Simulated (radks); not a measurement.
Problem. Valence configurations of neutral potassium (all share [Ar]). Calculated with a radial shooting solver on a logarithmic mesh with Libxc functionals: non-relativistic Kohn-Sham, LDA (Slater exchange, Perdew-Wang correlation), spin-unpolarised, spherical densities, point nucleus. Order these by energy: 3d0.5 4p0.5; 4p1; 3d1; 4s0.5 4p0.5; 4s1; 3d0.5 4s0.5.

Solution. From the lowest, in eV above it: 4s1 0.000; 4s0.5 4p0.5 0.793; 3d0.5 4s0.5 1.237; 4p1 1.609; 3d0.5 4p0.5 2.050; 3d1 2.483. NIST lists [Ar] 4s1 as the ground configuration; this level of theory agrees among the configurations tried. The energies are those of spherical spin-averaged densities, not of single terms.
